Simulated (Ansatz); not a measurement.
Reaction (formal exchange of groups at the Si–Zn bond): `OB[SiH2][ZnH]` + BH₃ → `B[SiH2]BO` + `[ZnH2]`

Isolated molecules relaxed with PBE0-D4/def2-TZVP in Ansatz; ΔE leaves out vibrations. CCSD(T)/CBS adds triple-zeta CCSD(T) − MP2 to the extrapolated MP2 energy (def2 sets, frozen cores). This one scheme is used for every species. Functionals use def2-TZVPP. B3LYP here is the variant with VWN-RPA as its local correlation; programs differ in this. For Zn outer-core shells are correlated without core-valence functions, which leaves a few kJ/mol of doubt a bond. Scalar relativity is left out up to krypton. One conformer a species, not always the lowest.

`OB[SiH2][ZnH]`:

Cartesian coordinates in Å:
```
O 1.255 1.534 0.889
B 0.044 1.201 0.384
Si -0.565 -0.718 0.444
Zn 0.023 -1.798 -1.597
H 1.474 2.464 0.778
H -0.624 2.054 -0.148
H -2.051 -0.771 0.595
H 0.030 -1.470 1.590
H 0.414 -2.496 -2.935
```

BH₃:

```xyz
4

B     0.000    0.000    0.000
H     0.439    0.144   -1.100
H    -0.282   -1.091    0.392
H    -0.157    0.947    0.709
```

`B[SiH2]BO`:

Cartesian coordinates in Å:
```
B -0.781 1.190 1.231
Si 0.392 0.730 -0.316
B 0.568 -1.307 -0.239
O -0.072 -2.124 -1.101
H -1.969 1.256 1.111
H -0.327 1.320 2.330
H -0.204 1.117 -1.632
H 1.752 1.333 -0.212
H 1.241 -1.851 0.591
H -0.599 -1.665 -1.762
```

`[ZnH2]`:

Z-matrix (Å, degrees):
```
Zn
H 1 1.544
H 1 1.544 2 180.0
```

Question: Is it downhill or uphill in electronic energy at CCSD(T)/CBS, and by how much? (Best estimate.)

Answer: Computed: Uphill: ΔE = +45.1 kJ/mol.

Question: What do these levels give: PBE-D4, B3LYP-D4, CAM-B3LYP-D4, ωB97X-V, ωB97M-V, B2PLYP, PBE, revPBE, MP2/def2-SVP, MP2/def2-TZVPP, SCS-MP2/def2-TZVPP, MP2/def2-QZVPP? (An estimate is asked.)

Answer: Ansatz gave: PBE-D4 36.5, B3LYP-D4 42.5, CAM-B3LYP-D4 40.6, ωB97X-V 40.3, ωB97M-V 42.6, B2PLYP 44.5, PBE 37.0, revPBE 38.6, MP2/def2-SVP 53.0, MP2/def2-TZVPP 47.0, SCS-MP2/def2-TZVPP 45.8, MP2/def2-QZVPP 49.0 kJ/mol.

Largest T1 diagnostic among the species: 0.016.

At CCSD(T), def2-SVP lies +4.1 kJ/mol from the extrapolated value and def2-TZVPP −3.5 kJ/mol. Leaving LDA and LC-ωPBE aside and taking each functional with its dispersion term where it has one, the values, not all of them listed here, spread over 17.7 kJ/mol, from B97M-V to BHLYP-D4. LDA lies −7.3 kJ/mol from PBE without D4. From BLYP to BHLYP (50 % exact exchange), in def2-TZVPP and without D4, ΔE moves by +5.5 kJ/mol.
